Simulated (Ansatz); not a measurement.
Basis sets compared for AlGe19PH32, a doped nanocrystal cut from the lattice of germanium (Al and P 4.0 A apart). Total charge 0; singlet. Geometry PBE-D4/def2-SVP. Ansatz on 11 threads of AMD EPYC 7R13 on a shared host and a whole NVIDIA H100 80GB HBM3; times are rough, and most runs start from earlier orbitals.

Cartesian coordinates in Å:
```
P -4.194 1.314 0.472
Ge -2.566 0.232 -2.968
Ge -0.001 3.073 -2.919
Ge -3.013 -2.462 0.554
Al -0.308 0.693 0.490
Ge -0.836 -1.962 3.661
Ge 0.791 -3.299 0.414
Ge 1.242 -0.587 -3.130
Ge 3.988 2.189 -2.939
Ge 3.522 -0.241 0.263
Ge 3.177 -2.705 3.453
Ge -4.743 -0.861 1.225
Ge -4.350 1.513 -1.880
Ge -2.140 2.158 1.379
Ge -0.401 0.837 -1.993
Ge 2.267 3.858 -2.437
Ge -0.811 -1.630 1.230
Ge 1.953 1.349 1.281
Ge 1.368 -1.569 4.651
Ge 3.040 -2.527 1.009
Ge 3.445 -0.082 -2.184
H -5.286 2.113 0.945
H -2.729 0.617 -4.471
H -2.982 -1.259 -2.818
H -1.033 4.089 -2.335
H -0.214 3.052 -4.464
H -3.217 -2.670 -0.974
H -3.458 -3.774 1.271
H -1.876 -1.004 4.323
H -1.290 -3.417 3.992
H 0.642 -3.507 -1.122
H 0.533 -4.676 1.101
H 1.264 -0.270 -4.658
H 0.878 -2.092 -2.969
H 4.175 2.156 -4.486
H 5.338 2.662 -2.322
H 5.003 0.050 0.674
H 3.120 -4.215 3.835
H 4.541 -2.151 3.965
H -6.182 -1.059 0.662
H -4.842 -0.635 2.760
H -5.824 1.095 -2.156
H -4.232 3.052 -2.063
H -2.319 3.643 0.921
H -2.568 2.142 2.883
H 2.554 5.139 -3.278
H 2.347 4.259 -0.938
H 2.185 1.263 2.821
H 2.436 2.770 0.856
H 1.637 -0.039 4.678
H 1.360 -2.067 6.129
H 4.099 -3.506 0.406
H 4.507 -1.049 -2.802
```

Single mean-field runs in def2-SVP, def2-TZVP are fitted with def2-universal-jkfit.

Binding counts from free atoms (P quartet, Ge triplet, Al doublet, H doublet) in the same basis, without a counterpoise term.

```json
{"level": "PBE-D4/def2-SVP", "functions": "804", "energy (Eh)": "-40055.1246", "HOMO (eV)": "-5.76", "LUMO (eV)": "-2.27", "binding per atom (eV)": "2.85", "wall time": "17 s"}
{"level": "PBE0-D4/def2-SVP", "functions": "804", "energy (Eh)": "-40056.2600", "HOMO (eV)": "-6.67", "LUMO (eV)": "-1.58", "binding per atom (eV)": "2.85", "wall time": "21 s"}
```

Question: Estimate the rows for PBE-D4/def2-TZVP (with forces), PBE0-D4/def2-TZVP.

Answer: 
```
                         level  functions  energy (Eh)  HOMO (eV)  LUMO (eV)  binding per atom (eV)  wall time
PBE-D4/def2-TZVP (with forces)       1178  -40060.3086      -5.80      -2.34                   2.85       22 s
             PBE0-D4/def2-TZVP       1178  -40061.4211      -6.68      -1.64                   2.85       41 s
```
